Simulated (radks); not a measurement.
Results of a calculation; reference values are marked as such.
All-electron atom: Br XXXIV in [He].

Level of theory: Dirac Kohn-Sham, PBE, spin-unpolarised, spherical densities, finite nucleus; Fermi nuclear charge, rms radius 4.1629 fm (a radial shooting solver on a logarithmic mesh with Libxc functionals).

Energy parts (hartree):
part                       energy
total                 -1222.97568
kinetic                1264.56608
electron-nucleus      -2510.07223
Hartree                  44.34993
exchange-correlation    -21.81945

Orbitals (lengths in bohr, moments of r in powers of bohr; r(max) is where P^2 peaks; r(90%) holds 90 % of the orbital's charge):
orbital  occ.  eigenvalue (hartree)       <r^4>  r(90%)   r(max)     <r^2>
1s1/2       2             -592.3025  0.00001491  0.0757  0.02782  0.002417
2s1/2       0             -143.8443    0.001991   0.263   0.1496   0.03470
2p1/2       0             -142.0018    0.001200   0.232   0.1148   0.02514
2p3/2       0             -139.7011    0.001285   0.236   0.1176   0.02615

The highest occupied level is 1s1/2 at -16117.4 eV. The electron density at the nucleus is 3.992e+04 e/bohr^3.
